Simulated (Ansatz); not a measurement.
Consider the formal exchange of groups at a C–C bond: `BN(C=C)CC` + `O[SiH2][SiH](O)O` → `C[SiH](O)[SiH](O)O` + `BN(C)C=C`.

Isolated molecules relaxed with PBE0-D4/def2-TZVP in Ansatz; ΔE leaves out vibrations. CBS: MP2 limit from def2 TZ/QZ plus the TZ coupled-cluster correction, frozen cores. DFT in def2-TZVPP. B3LYP here is the variant with VWN-RPA as its local correlation; programs differ in this. Each species was taken in one conformer, which may not be the lowest.

`BN(C=C)CC`:

Cartesian coordinates in Å:
```
B 1.932 -0.164 -0.813
N 0.713 -0.289 -0.138
C -0.061 -1.443 -0.267
C -1.221 -1.709 0.327
C 0.198 0.782 0.707
C -0.861 1.623 0.017
H 2.296 -1.061 -1.514
H 2.573 0.834 -0.666
H 0.389 -2.172 -0.932
H -1.701 -2.661 0.144
H -1.725 -1.022 0.994
H 1.045 1.409 0.985
H -0.195 0.344 1.629
H -1.245 2.383 0.701
H -1.700 1.015 -0.323
H -0.437 2.131 -0.852
```

`O[SiH2][SiH](O)O`:

Cartesian coordinates in Å:
```
O -1.030 -0.526 -2.008
Si 0.234 -1.019 -1.064
Si 0.492 0.599 0.625
O 0.743 -0.017 2.131
O -0.970 1.365 0.464
H -1.565 0.165 -1.610
H 1.439 -1.182 -1.919
H -0.049 -2.349 -0.443
H 1.596 1.582 0.479
H 0.232 -0.789 2.383
H -1.123 2.171 0.962
```

`C[SiH](O)[SiH](O)O`:

```xyz
14

C    -0.946    1.957    0.128
Si   -0.571    0.277   -0.597
O     0.586    0.364   -1.796
Si    0.530   -1.170    0.889
O    -0.127   -2.665    0.671
O     2.130   -1.087    0.501
H    -0.049    2.415    0.550
H    -1.687    1.864    0.927
H    -1.356    2.635   -0.626
H    -1.837   -0.285   -1.156
H     0.349    0.781   -2.626
H     0.479   -0.819    2.334
H     0.196   -3.378    1.225
H     2.303   -0.888   -0.424
```

`BN(C)C=C`:

```xyz
13

B    -0.698   -0.782   -1.580
N    -0.189   -0.130   -0.452
C    -0.009    1.307   -0.405
C     0.173   -0.840    0.692
C     0.664   -0.327    1.817
H    -0.818   -1.971   -1.547
H    -0.995   -0.133   -2.539
H     1.041    1.560   -0.231
H    -0.602    1.744    0.404
H    -0.327    1.736   -1.352
H     0.014   -1.908    0.593
H     0.839    0.731    1.961
H     0.907   -0.987    2.638
```

```
   level  ΔE (kJ/mol)
B3LYP-D4        -45.1
     PBE        -46.1
```

(1) What does CCSD(T)/CBS give? (Estimate.)

Largest T1 diagnostic among the species: 0.013.

Results:

(1) Computed: -43.5 kJ/mol. The listed levels differ from it by -1.6, -2.6 kJ/mol.

CCSD(T)/CBS has its own doubt, a few kJ/mol and more with outer-core shells, so smaller differences from it don't rank the levels.
